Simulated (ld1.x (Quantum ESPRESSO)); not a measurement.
# An odd input for ld1.x (Quantum ESPRESSO) 7.5 (carbon (C))

Command:

```bash
ld1.x < C.in > C.out
```

Input:

```
&input
   title='C', zed=6., rel=0, dft='PBESOL', iswitch=3,
   config='[He] 2s2 2p2 3d-2',
   nld=3, rlderiv=2.25, eminld=-3.0, emaxld=5.0, deld=0.02
 /
 &inputp
   pseudotype=2, tm=.true., lloc=-1, rcloc=1.70,
   nlcc=.true., rcore=0.80,
   file_pseudopw='C.UPF', file_wfcaegen='ae.wfc', file_wfcncgen='nc.wfc', file_beta='beta', file_chi='chi'
 /
3
2S  1  1   2.00   0.00  1.15  1.15  0.0
2P  2  1   2.00   0.00  2.05  2.05  0.0
3D  3  2  -2.00   0.10  1.65  1.65  0.0
 &test
   configts(1)='2s2 2p2'
 /
```

This is an input that runs to its end, with one change: angular momentum of 2S typed wrongly.

Problem. How does the run end?

Solution. The program refuses the input: "read_psconfig: ps-label wrong?".

```
Program LD1 v.7.5

 %%%%%%%%%%%%%%%%%%%%%%%%%%%%%%%%%%%%%%%%%%%%%%%%%%%%%%%%%%%%%%%%%%%%%%%%%%%%%%
     Error in routine read_psconfig (1):
     ps-label wrong?
 %%%%%%%%%%%%%%%%%%%%%%%%%%%%%%%%%%%%%%%%%%%%%%%%%%%%%%%%%%%%%%%%%%%%%%%%%%%%%%

     stopping ...
```
